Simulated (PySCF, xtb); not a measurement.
Cl₃GeHS, SMILES [SH][Ge]([Cl])([Cl])[Cl]. Other conformers were not sampled.

Harmonic wavenumbers (cm⁻¹) from GFN2-xTB run with xtb at its own minimum, in rising order: 88, 102, 118, 129, 132, 141, 306, 345, 353, 368, 688, 2413.

**Question.** What does B3LYP-D3(BJ)/def2-SVP (PySCF) give at its own minimum? (Estimate from the structure and the level; the computed values follow.)

**Answer.** 78, 118, 154, 154, 163, 165, 365, 437, 438, 445, 764, 2664. Paired by order, the mean absolute difference is 65 cm⁻¹ and the zero-point energies are 7.4 and 8.5 kcal/mol.
